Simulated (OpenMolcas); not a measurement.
**Au4+: moving or changing the point charges**

Au4+ among 6 point charges of -1.5 e arranged as a trigonal prism (D3h), 2.1 Å from the ion, with a polar angle of 56.0° against the regular 49.1°.
```
   1.7404    0.0000    1.1751  -1.50
  -0.8702    1.5073    1.1751  -1.50
  -0.8702   -1.5073    1.1751  -1.50
   1.7404    0.0000   -1.1751  -1.50
  -0.8702    1.5073   -1.1751  -1.50
  -0.8702   -1.5073   -1.1751  -1.50
```

| Property | Result |
| --- | --- |
| Program | OpenMolcas |
| Method | CASSCF |
| Basis | ANO-RCC-VDZP [7s6p4d2f] |
| Scalar Hamiltonian | DKH2, point nucleus |
| Active space | 7 electrons in 5 orbitals (5d) |
| State averaging | 2S+1 = 4 even, 10 roots; 2S+1 = 2 even, 40 roots |
| Spin-orbit coupling | RASSI with atomic mean-field integrals over the reference wave functions |

Runs around this geometry, states (labels of D3, the rotations of D3h). Energies in cm-1 above the lowest state or level, χT in cm3 K/mol.

```tsv
R (Å)	q (e)	Polar angle / regular	Ground state	First state of that spin	First gap with spin-orbit (degeneracies)	χT at 300 K	First state of another spin
2.1	-1.5	1.05	4E	4A1 2909	405.4 (2, 2)	4.159	2E 16449
2.1	-1.2	1.14	4E	4E 1877	60.4 (2, 2)	4.479	2E 16794
1.93	-1.5	1.14	4E	4E 3511	120.6 (2, 2)	4.200	2E 17196
2.1	-1.5	1.14	4E	4E 2351	74.0 (2, 2)	4.364	2E 16941
2.23	-1.5	1.14	4E	4E 1755	50.5 (2, 2)	4.512	2E 16754
```

Taking the first state of the same spin as R^-n, n = -ln(1755 / 3511) / ln(2.23 / 1.93) = 4.8 between the shortest and longest distance.

Scaling the charges by -1.2 / -1.5 = 0.80 scales the first state of the same spin by 1877 / 2351 = 0.80; with fixed orbitals a first-order splitting would follow the charge.

An orbital doublet at a regular site is open to a Jahn-Teller distortion, which this geometry leaves out. Without dynamic correlation the repulsion within the d shell is too large (B by tens of per cent), so at a given field states of lower spin stand too high. Point charges give a weaker field than real ligands, and real ions of this kind are as a rule low spin; the high spin found here belongs to the model. Spin-orbit coupling mixes the spin-free states strongly: the lowest level takes only 65 % from its leading state, 4E (figures for R = 2.1, q = -1.5, ratio = 1.05; the like holds for R = 2.1, q = -1.2, ratio = 1.14, R = 1.93, q = -1.5, ratio = 1.14, R = 2.1, q = -1.5, ratio = 1.14, R = 2.23, q = -1.5, ratio = 1.14). The ground term spreads over less than 5000 cm-1, several times less than with real ligands, so orbital moments are less quenched and χT lies further from the spin-only value than at real sites (holds for R = 2.1, q = -1.5, ratio = 1.05; R = 2.1, q = -1.2, ratio = 1.14; R = 2.1, q = -1.5, ratio = 1.14; R = 2.23, q = -1.5, ratio = 1.14). Point charges carry no covalency, so the field is a model and not that of real ligands. No measured value stands beside these numbers.
